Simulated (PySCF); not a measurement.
Compound: CH7GeNS.
Atom-mapped SMILES: `[CH3:1][NH:2][GeH2:3][SH:4]` (hydrogens: H5, H6, H7 on C1; H8 on N2; H9, H10 on Ge3; H11 on S4)

Method: PBE0-D3(BJ)/def2-SVP geometry optimisation, gas phase (PySCF).

(1) Give the optimised bond lengths and angles.

Results:

(1) 
```
               bond  length (pm)   order
              C1–N2        144.7  single
             N2–Ge3        182.5  single
             Ge3–S4        224.5  single
C1–H5, C1–H6, C1–H7        110.4  single
              N2–H8        101.6  single
    Ge3–H9, Ge3–H10        153.6  single
             S4–H11        135.1  single
```

Bonds in one row agree within 1 pm and their mean is given. Orders are formal, as drawn. A selection of angles:
```
     angle  degrees
  N2–C1–H5    109.8
  N2–C1–H6    110.5
  N2–C1–H7    114.5
  H5–C1–H6    106.7
 C1–N2–Ge3    119.9
  C1–N2–H8    112.6
 Ge3–N2–H8    113.9
 N2–Ge3–S4    114.3
 N2–Ge3–H9    106.8
 S4–Ge3–H9    110.2
S4–Ge3–H10    103.2
H9–Ge3–H10    114.2
Ge3–S4–H11     94.6
```

Dihedral angles: C1–N2–Ge3–S4 56° (synclinal); H11–S4–Ge3–N2 70° (synclinal). The mirror-image conformer, all signs reversed, is as good.

S4 (sulfur bonded to Ge and H) is bent (angle 94.6°). Ge3 (germanium bonded to N, S and 2 H) is distorted tetrahedral (angles from 103.2° to 114.3°). N2 (nitrogen bonded to C, Ge and H) is pyramidal (angles 119.9°, 113.9° and 112.6°, sum 346.5°, 0.29 Å off the plane of its three neighbours).

Point group: C1 (no symmetry element, even within 0.4 Å). No PBE0-D3(BJ)/def2-SVP frequencies stand behind this structure, so it isn't proved a minimum. One conformer, not necessarily the lowest (C1–N2–Ge3–S4 56°, N2–Ge3–S4–H 70°).
